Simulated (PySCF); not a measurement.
## Relaxation of triplet MoSF₂

Level of theory: UB3LYP in PySCF with Mo def2-SVP with ECP28, S def2-SVP, F def2-SVP; scalar-relativistic core potentials, no spin–orbit coupling; density-fitted integrals. A (50,194) grid was used.

A hand-made trigonal planar start, of C2v symmetry, held to at least that symmetry:

```xyz
4
charge 0 multiplicity 3, angstrom
Mo    0.0904    0.1566    0.0000
S    -0.9846   -1.7053    0.0000
F     2.1105    0.1566    0.0000
F    -0.9195    1.9061    0.0000
```

Optimiser trace:
```csv
step,E − E(last) (kJ/mol),largest gradient (Eh/bohr)
0,54.48,0.05901
1,1.32,0.01115
2,0.30,0.00564
3,0.03,0.00037
4,0.01,0.00018
5,0.00,0.00000
```

It ends at C2v with Mo–F 1.868 Å (×2), Mo–S 2.107 Å; F–Mo–F 119.7°, F–Mo–S 120.2° (×2) (after a last refinement on a finer grid). The frequency run here used a shortcut that can spoil soft modes, so no verdict on minimum or saddle point is given.

Final geometry:
Z-matrix (Å, degrees; charge 0 multiplicity 3):
```
Mo
S  1 2.1066
F  1 1.8677 2 120.16
F  1 1.8677 2 120.16 3 180.00
```

With open d or f shells other occupations or spin states may lie lower.

The relaxation took roughly 30 core-seconds on a shared host.
